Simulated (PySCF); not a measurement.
B3LYP has the VWN-RPA correlation part, as in Gaussian. Excitations are Tamm–Dancoff values on a coarser integration grid. The basis has no diffuse functions, so Rydberg states are missing or too high.

Cartesian coordinates (Å):
SMILES: [Cl][Ga]([Cl])[Cl]
```xyz
4

Cl     2.1094    -0.2505     0.0019
Ga    -0.0035    -0.0029     0.0000
Cl    -0.8454     1.9508    -0.0112
Cl    -1.2745    -1.7088     0.0111
```
Charge 0, spin multiplicity 1.

Q: Estimate the S1 excitation (TDA), dipole moment, HOMO, total energy, T1 excitation (TDA), HOMO–LUMO gap, S1–T1 gap (TDA) and LUMO that B3LYP-D3(BJ)/def2-TZVP (PySCF) returns for this input.

A: 
```json
{
  "S1 excitation (TDA)": "5.62 eV",
  "dipole_moment": "0.00 D",
  "HOMO": "-9.16 eV",
  "total_energy": "-3305.7638 Ha",
  "T1 excitation (TDA)": "5.27 eV",
  "HOMO–LUMO gap": "6.73 eV",
  "S1–T1 gap (TDA)": "0.36 eV",
  "LUMO": "-2.43 eV"
}
```
